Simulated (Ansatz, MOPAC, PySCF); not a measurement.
Complex: H2S (SMILES S) (first 3 atoms) with Si2H6 (SMILES [SiH3][SiH3]); geometry from B3LYP-D3(BJ)/def2-TZVP, rigid monomers moved along the line of their centres of mass till S1···Si4 is 5.13 Å.
(charge 0, multiplicity 1):
```xyz
11

S      0.117    -0.620     0.197
H      0.566     0.624    -0.033
H     -1.166    -0.247     0.066
Si     1.267     0.203     5.127
Si    -0.973     0.902     4.970
H      2.114     0.921     4.145
H      1.385    -1.254     4.887
H      1.796     0.494     6.484
H     -1.461     1.370     6.293
H     -1.851    -0.205     4.524
H     -1.109     2.026     4.012
```

Interaction energies are E(AB) − E(A) − E(B) at the monomers' geometry in the complex; basis-set methods are counterpoise corrected.

The state that PM3, PM7 reach isn't checked; PM7 holds dispersion and hydrogen-bond terms.

Programs: Ansatz (Gaussian orbitals); MOPAC for PM3, PM7 (differences of heats of formation); PySCF for the dispersion terms. Values without a source in brackets are computed.

Task: One of these levels gives 11.5 meV for the interaction energy. Name it.
A) PBE0-D4/def2-TZVPPD
B) PM7
C) PM3

Result: C, PM3. The others give -15.4 (PM7), -34.9 (PBE0-D4/def2-TZVPPD)

Ansatz is an electronic-structure program.
